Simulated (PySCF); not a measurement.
H₄Al (SMILES [AlH4-]), charge -1, singlet, geometry from GFN2-xTB (such geometries of metal compounds can be far from the true shape), atoms displaced at random by about 0.08 Å a coordinate; DF-HF/def2-SVP, gradient in PySCF.

PySCF was given this input:
```python
from pyscf import gto, scf

mol = gto.M(
    atom='''
Al   -0.02170833    0.02941534   -0.11160449
H     1.28725962   -0.11404098    1.10209506
H    -1.13681390    0.91175799    0.64575736
H    -0.57575249   -1.53452954   -0.44986547
H     0.59002805    0.75126100   -1.47995700
''',
    basis='def2-svp',
    charge=-1,
    verbose=4,
)

mf = scf.RHF(mol)
mf = mf.density_fit(auxbasis='def2-universal-jkfit')
mf.kernel()
g = mf.nuc_grad_method()
g.auxbasis_response = False
grad = g.kernel()
```

What the program printed (banner, timings and long lists left out):

```
PySCF version 2.14.0

[INPUT] verbose = 4
[INPUT] num. atoms = 5
[INPUT] num. electrons = 18
[INPUT] charge = -1
[INPUT] spin (= nelec alpha-beta = 2S) = 0
[INPUT] symmetry False subgroup None
[INPUT] Mole.unit = angstrom
[INPUT] Symbol           X                Y                Z      unit          X                Y                Z       unit  Magmom
[INPUT]  1 Al    -0.021708330000   0.029415340000  -0.111604490000 AA   -0.041022798322   0.055586936461  -0.210901920372 Bohr   0.0
[INPUT]  2 H      1.287259620000  -0.114040980000   1.102095060000 AA    2.432568133012  -0.215506219177   2.082657826636 Bohr   0.0
[INPUT]  3 H     -1.136813900000   0.911757990000   0.645757360000 AA   -2.148266925599   1.722972892984   1.220304553322 Bohr   0.0
[INPUT]  4 H     -0.575752490000  -1.534529540000  -0.449865470000 AA   -1.088014521636  -2.899840560655  -0.850122531199 Bohr   0.0
[INPUT]  5 H      0.590028050000   0.751261000000  -1.479957000000 AA    1.114991420311   1.419677538067  -2.796713406133 Bohr   0.0

nuclear repulsion = 17.4613069506233
number of shells = 20
number of NR pGTOs = 64
number of NR cGTOs = 38
basis = def2-svp
ecp = {}

******** <class 'pyscf.df.df_jk.DFRHF'> ********
method = DFRHF
initial guess = minao
damping factor = 0
level_shift factor = 0
DIIS = <class 'pyscf.scf.diis.CDIIS'>
diis_start_cycle = 1
diis_space = 8
diis_damp = 0
SCF conv_tol = 1e-09
SCF conv_tol_grad = None
SCF max_cycles = 50
direct_scf = False
Set gradient conv threshold to 3.16228e-05
Initial guess from minao.
******** <class 'pyscf.df.df.DF'> ********
auxbasis = def2-universal-jkfit
init E= -243.540289751235
  HOMO = -0.294243954637005  LUMO = 0.111200697200793  gap/eV = 11.03271
cycle= 1 E= -244.135596747998  delta_E= -0.595  |g|= 0.171  |ddm|= 1.59
  HOMO = -0.156203497344244  LUMO = 0.343359952793723  gap/eV = 13.59381
cycle= 2 E= -244.152137321722  delta_E= -0.0165  |g|= 0.041  |ddm|=  0.4
  HOMO = -0.177920246209206  LUMO = 0.335557036627159  gap/eV = 13.97243
cycle= 3 E= -244.153158319968  delta_E= -0.00102  |g|= 0.00427  |ddm|= 0.107
  HOMO = -0.175150135955379  LUMO = 0.337143537115643  gap/eV = 13.94022
cycle= 4 E= -244.153172869926  delta_E= -1.45e-05  |g|= 0.000683  |ddm|= 0.0129
  HOMO = -0.175110314533105  LUMO = 0.337140713886108  gap/eV = 13.93906
cycle= 5 E= -244.153173293232  delta_E= -4.23e-07  |g|= 9.27e-05  |ddm|= 0.00208
  HOMO = -0.175119520031697  LUMO = 0.337146960109695  gap/eV = 13.93948
cycle= 6 E= -244.1531733034  delta_E= -1.02e-08  |g|= 1.87e-05  |ddm|= 0.000362
  HOMO = -0.175116976174799  LUMO = 0.337147764295199  gap/eV = 13.93943
cycle= 7 E= -244.153173303831  delta_E= -4.31e-10  |g|= 1.42e-06  |ddm|= 0.000104
  HOMO = -0.175117147811795  LUMO = 0.337147791669465  gap/eV = 13.93944
Extra cycle  E= -244.153173303832  delta_E= -1.31e-12  |g|= 4.42e-07  |ddm|= 6.94e-06
converged SCF energy = -244.153173303832

******** <class 'pyscf.df.grad.rhf.Gradients'> for <class 'pyscf.df.df_jk.DFRHF'> ********
unit = Eh/Bohr
--------------- DFRHF gradients ---------------
         x                y                z
0 Al    -0.0225826316     0.0127880948    -0.0137085997
1 H     0.0133808293    -0.0007146932     0.0160224777
2 H     0.0071280736    -0.0038560060     0.0017213550
3 H    -0.0018587217    -0.0100604194    -0.0003488250
4 H     0.0038815844     0.0018643504    -0.0037433539
----------------------------------------------
```
